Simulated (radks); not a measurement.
Values are calculated unless marked as measured or tabulated.
Task: Mean orbital radii <r> (bohr) of the neodymium ion Nd+, [Xe] 4f4 6s1, of relativity; Dirac values are averaged over j with weights 2j + 1. Spin-unpolarised spherical Kohn-Sham, LDA (Slater exchange, Perdew-Wang correlation), point nucleus unless stated (finite: rms radius 4.9123 fm), a radial shooting solver on a logarithmic mesh with Libxc functionals. A level marked "c x" has the speed of light scaled by that factor and shares open shells by 2j + 1; other Dirac levels either fill j = l - 1/2 first or share by 2j + 1.

| shell | non-rel. |
|---|---|
| 3s | 0.2819 |
| 3p | 0.2716 |
| 3d | 0.2426 |
| 4s | 0.6403 |
| 4p | 0.6584 |
| 4d | 0.7065 |
| 5s | 1.555 |
| 5p | 1.760 |
| 4f | 1.024 |
| 6s | 4.165 |
| 5d (empty) | 2.788 |
| 6p (empty) | 5.058 |

Give the values at the level "Dirac, 2j+1 shares, finite nucleus".

Result: 
shell       Dirac, 2j+1 shares, finite nucleus  change of magnitude (%)
3s                                      0.2663                    -5.54
3p                                      0.2642                    -2.74
3d                                      0.2419                    -0.29
4s                                      0.6076                    -5.10
4p                                      0.6430                    -2.34
4d                                      0.7079                    +0.21
5s                                       1.472                    -5.39
5p                                       1.724                    -2.05
4f                                       1.106                    +7.95
6s                                       3.970                    -4.68
5d (empty)                               2.870                    +2.95
6p (empty)                               4.989                    -1.35
